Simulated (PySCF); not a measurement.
SMILES CCO[SiH2]OC, GFN2-xTB optimised geometry. Atoms within 1.6 Å of the plane z = 1.0 Å (x, y, z in Å): Si1 (0.55, -0.62, 0.00), O4 (-0.08, 0.86, 0.00), C6 (-1.00, 2.98, -0.58), H7 (2.02, -0.62, 0.00), H8 (-0.03, -1.16, 1.22), H14 (-2.02, 2.59, -0.51), H16 (-0.72, 3.39, 0.39).

Method: PySCF with PBE0/def2-TZVP.

Map of the HOMO amplitude (bohr^(-3/2)) on the plane z = 1.0 Å; orbital energy -7.98 eV, overall sign arbitrary:

```
|:::::::::::::::::::::::::::|
|:::::::::::::::::::::::::::|
|:::::::::::::::::::::::::::|
|::::::....:::::::::::::::::|
|:::::.....:::::::::::::::::|
|:::::.....:::::::..::::::::|
|:::::.....::::::....:::::::|
|::::.......::::::...:::::::|
|:::::........:::::...::::::|
|:::::........:::::....:::::|
|::::::.......:::::.....::::|
|::::::.....  ::::.......:::|
|:::::::......:-::........::|
|::::::::...::--:.   .....::|
|:::::::::::-=++-.   .....::|
|:::::::::::=*%#=.   .....::|
|:::::::::::=*@#=.   .....::|
|:::::::::::-+*+-:........::|
|:::::::::::----::.......:::|
|:::::::::::::::::......::::|
|::::::::::::::::::....:::::|
|:::::::::::::::::::.:::::::|
|:::::::::::::::::::::::::::|
|:::::::::::::::::::::::::::|
|:::::::::::::::::::::::::::|
|:::::::::::::::::::::::::::|
|:::::::::::::::::::::::::::|
```
Scale: ten equal steps from -0.036 (start of ' ') to 0.140 (end of '@'), in the order ' .:-=+*#%@'; x runs from -5.50 to 5.50, y from -5.50 (bottom) to 5.50 (top).
